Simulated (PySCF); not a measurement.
C4H2N2, SMILES N#C/N=C/C#C. Atoms are numbered in the order given.

```xyz
8

C     -0.1344    -2.9693     0.0000
C      0.0918    -1.7775     0.0000
C      0.4340    -0.3987     0.0000
N     -0.4662     0.5172     0.0000
C     -0.1236     1.8001     0.0000
N      0.0712     2.9481     0.0000
H     -0.3536    -4.0226     0.0000
H      1.5123    -0.1626     0.0000
```
Charge 0, spin multiplicity 1.

Coordinates come from a PBE0-D3(BJ)/def2-SVP optimisation. The structure was generated by enumeration; whether it is a known compound was not checked.

All values below come from ωB97X/def2-TZVP (PySCF).

ESP charges are fitted to the potential on shells at 1.4 to 2.0 van der Waals radii. Atomic charges (e):

```csv
atom,Löwdin,ESP fit,Mulliken,IAO
C1,-0.01,-0.34,…,-0.14
C2,-0.09,-0.05,-0.16,-0.04
C3,-0.13,0.35,…,0.09
N4,0.18,-0.40,…,-0.24
C5,-0.29,0.52,…,0.23
N6,0.04,-0.50,-0.12,-0.28
H7,0.14,0.33,0.24,0.22
H8,0.16,0.08,0.16,0.16
```

### Question
Complete the blanks. (An estimate is asked for; the answer gives what the named calculation found.)

### Answer

- C1, Mulliken: 0.01
- C3, Mulliken: 0.04
- N4, Mulliken: -0.28
- C5, Mulliken: 0.11

Computed Mayer and Wiberg (Löwdin basis) orders of the bonds:
```csv
bond,Mayer,Wiberg
C1–C2,2.79,2.89
C2–C3,1.21,1.34
C3–N4,1.83,2.05
N4–C5,1.15,1.61
C5–N6,2.94,3.27
C1–H7,0.90,0.91
C3–H8,0.93,0.82
```
